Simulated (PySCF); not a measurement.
CH6F2OSi2, SMILES OC([SiH2]F)[SiH2]F.

Coordinates come from a PBE-D3(BJ)/def2-SVP optimisation. The structure was generated by enumeration, and PubChem lists no compound with its InChIKey, so it may never have been made. Other conformers were not sampled.

Calculation: PBE-D3(BJ)/def2-SVP in PySCF 2.14.0.

Frequencies are harmonic and unscaled.

```tsv
mode	ν (cm⁻¹)	IR (km/mol)	moving atoms (share of kinetic energy)
1	51	0.9	Si 36 %, F 32 %, H 25 %
2	57	2.6	F 60 %, O 18 %, H 8 %, C 8 %
3	101	3.2	F 45 %, Si 19 %, C 15 %, O 12 %, H 10 %
4	143	2.6	O 52 %, F 30 %, Si 12 %
5	207	3.9	F 45 %, Si 25 %, H 15 %, O 10 %
6	260	9.8	H 58 %, Si 27 %
7	265	7.3	H 31 %, Si 23 %, C 19 %, O 14 %, F 13 %
8	302	144.8	H 54 %, Si 22 %, O 13 %, F 9 %
9	524	3.9	H 71 %, Si 23 %
10	561	43.0	Si 34 %, H 29 %, C 20 %, O 17 %
11	676	84.8	H 50 %, C 24 %, Si 22 %
12	718	0.0	H 86 %
13	748	9.5	H 86 %, C 9 %
14	788	38.1	C 50 %, H 44 %
15	832	5.5	H 42 %, F 41 %, Si 15 %
16	840	19.6	F 48 %, H 33 %, Si 17 %
17	871	322.1	H 57 %, Si 26 %, F 15 %
18	899	0.6	H 88 %, Si 8 %
19	910	114.8	H 88 %, Si 9 %
20	943	87.0	H 62 %, Si 26 %, F 9 %
21	997	51.4	C 45 %, O 42 %, H 10 %
22	1021	228.0	H 63 %, C 23 %, Si 12 %
23	1152	47.9	H 85 %, C 14 %
24	1330	44.0	H 85 %
25	2161	24.1	H 98 %
26	2171	133.4	H 98 %
27	2174	0.8	H 96 %
28	2184	250.9	H 96 %
29	2964	1.5	H 93 %
30	3680	27.2	H 94 %
```
